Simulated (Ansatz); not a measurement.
Cartesian coordinates in Å:
```
C -0.441 0.870 0.967
C 0.277 -0.422 0.786
C 0.526 -0.970 -0.399
F 1.196 -2.162 -0.403
Zn 0.053 -0.287 -2.154
H 0.183 1.603 1.488
H -0.738 1.311 0.010
H -1.348 0.741 1.566
H 0.616 -0.943 1.680
H -0.324 0.258 -3.541
```

Charge 0, multiplicity 1.

Question: List the r2SCAN/def2-TZVPP orbital energies in eV (Ansatz 0.2.0). (An estimate is asked.)

Answer: The calculation gave: Occupied: -9435.29, -1144.70, -1007.31, -1007.30, -1007.23, -666.05, -274.60, -273.28, -273.09, -130.57, -86.38, -86.35, -86.18, -31.54, -20.63, -17.70, -14.47, -13.06, -12.50, -12.18, -12.18, -12.16, -11.94, -11.25, -11.04, -10.50, -9.84, -9.45, -8.44, -6.95, -6.05. Lowest empty: -1.45, -1.09, 0.21, 0.71, 1.92, 2.48, 2.80, 3.25.
